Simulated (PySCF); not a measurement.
C6H9O (charge -1).
Bonds: C1–C2 (triple), C2–C3, C3–C4, C4–C5, C4–C6, C4–O7. Hydrogens: H8 on C1; H9, H10 on C3; H11, H12, H13 on C5; H14, H15, H16 on C6.

The geometry is computed with GFN2-xTB (gas phase).

Problem. What internal coordinates does the optimisation give?

Solution. 
```tsv
bond	length (Å)	order
C1≡C2	1.203	triple
C2–C3	1.428	single
C3–C4	1.636	single
C4–C5, C4–C6	1.572	single
C4–O7	1.298	single
C1–H8	1.051	single
C3–H9, C3–H10	1.093	single
C5–H11 and 5 like bonds	1.090	single
```

Bonds in one row agree within 0.01 Å and their mean is given. Orders are formal, as drawn. A selection of angles:
```tsv
angle	degrees
C2–C1–H8	179.0
C1–C2–C3	177.9
C2–C3–C4	116.1
C2–C3–H9	110.3
C4–C3–H9	105.7
H9–C3–H10	108.3
C3–C4–C5	104.9
C3–C4–O7	110.6
C5–C4–C6	106.5
C5–C4–O7	114.5
C4–C5–H11	111.7
C4–C5–H12	109.1
H11–C5–H12	109.4
H12–C5–H13	108.1
```

Torsions: C2–C3–C4–C5 56° (synclinal).

Of the pairs four or more bonds apart, C2···H11 is among the closest relative to their van der Waals radii: 2.60 Å, 90 % of the sum of Bondi's values. The 5 C–C bonds span 1.203 Å (C1≡C2, drawn triple) to 1.636 Å (C3–C4, drawn single), a spread of 0.433 Å.

Point group: Cs (every atom within 0.08 Å of its image). Stationary, but not proved a minimum.

One conformer stands for the species.
